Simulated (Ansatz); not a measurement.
`FC(F)(F)CI` and `FC(F)C(F)(F)F` differ in one atom or group.

Ansatz, PBE0-D4/def2-TZVP geometries, multiplicity 1. 

Elements past krypton have def2 core potentials.  Spin–orbit coupling is left out; it splits and shifts lone-pair levels of the heavy atoms by tenths of an eV.

```csv
property,`FC(F)(F)CI`
HOMO energy (PBE/def2-TZVPP) / eV,-6.60
size of the dipole moment (B3LYP/def2-TZVPP) / D,1.78
HOMO–LUMO gap (ωB97M-V/def2-TZVPP) / eV,10.64
HOMO–LUMO gap (PBE/def2-TZVPP) / eV,4.36
HOMO energy (PBE0/def2-TZVPP) / eV,-7.79
"ideal-gas entropy at 298 K and 1 bar (rigid rotor, harmonic PBE0-D4/def2-TZVP) / J/(mol·K)",345
```

Task: What does the change do to each property? (An estimate is asked.)

Result: Computed: 
| property | `FC(F)C(F)(F)F` | shift |
| --- | --- | --- |
| HOMO energy (PBE/def2-TZVPP) / eV | -8.63 | -2.03 |
| size of the dipole moment (B3LYP/def2-TZVPP) / D | 1.49 | -0.29 |
| HOMO–LUMO gap (ωB97M-V/def2-TZVPP) / eV | 15.96 | 5.32 |
| HOMO–LUMO gap (PBE/def2-TZVPP) / eV | 9.13 | 4.77 |
| HOMO energy (PBE0/def2-TZVPP) / eV | -10.50 | -2.71 |
| ideal-gas entropy at 298 K and 1 bar (rigid rotor, harmonic PBE0-D4/def2-TZVP) / J/(mol·K) | 333 | -12 |

With PBE0 the HOMO falls by 2.71 eV and the LUMO rises by 2.80 eV, so the gap widens by about 5.51 eV. PBE moves the HOMO by -2.03 eV and ωB97M-V by -2.94 eV. Dipoles are sizes alone; their direction can turn.

B3LYP here is the variant with VWN-RPA as its local correlation; programs differ in this.
